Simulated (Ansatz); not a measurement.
Input and output for `[OH][Ga-]([OH])([OH])[AsH3+]`.

```yaml
crystal:
  periodic: [false, false, false]
  atoms:
    - {symbol: O, position_ang: [-1.998228, 0.243958, 0.774268]}
    - {symbol: Ga, position_ang: [-0.344921, -0.459136, 0.824035]}
    - {symbol: O, position_ang: [0.819135, 0.269627, 1.978282]}
    - {symbol: O, position_ang: [0.007730, -2.149026, 0.307993]}
    - {symbol: As, position_ang: [0.649664, 1.000005, -1.227225]}
    - {symbol: H, position_ang: [-2.664264, -0.354184, 0.432125]}
    - {symbol: H, position_ang: [1.487247, -0.361677, 2.253660]}
    - {symbol: H, position_ang: [-0.739831, -2.618157, -0.065187]}
    - {symbol: H, position_ang: [2.113576, 0.894940, -1.576027]}
    - {symbol: H, position_ang: [0.610444, 2.494694, -1.037618]}
    - {symbol: H, position_ang: [0.124847, 0.981854, -2.643607]}
basis:
  gaussian: {orbitals: def2-mTZVPP}
hamiltonian: {xc: {name: wB97M-V}}
scf: {lower_state_search: off}
```

```sh
$ ansatz run in.yaml --threads 4 --pin off --events-out ev --progress --plain --max-ram 11315MiB
```

Output, abridged:

```
Functional definition: wB97M-V
1586 factors; their error is unknown
394 factors; integrals over basis functions are off by at most 7.6e-6 eV
mean field evaluation 1: about -119442.4467 eV, gradient 8.5e1 eV
mean field evaluation 2: about -119436.8116 eV, gradient 1.1e2 eV
mean field evaluation 4: about -119454.3727 eV, gradient 3.3e0 eV
mean field evaluation 8: about -119454.3879 eV, gradient 9.2e-2 eV
mean field evaluation 16: about -119454.6645 eV, gradient 8.7e-5 eV
mean field -119454.66450707 eV, -4389.8779513552 hartree, gradient 3.8e-6 eV, S^2 0.000000; 0 other end points of the search recorded, 0 dependent functions left out
reference -119454.66455225 eV, -4389.8779530154 hartree; 47, 47 occupied and 127, 127 virtual orbitals, 1586 factors
Total energy: -119454.66455225 eV, -4389.8779530154 hartree
Checks for a lower state left out: stability, starts, cluster_reference, orbital_swaps, neighbouring_geometries, increment
```

It took 6 s on 4 threads of an Arm Neoverse V2 on a shared host, with 0.58 GiB of host memory at the peak.
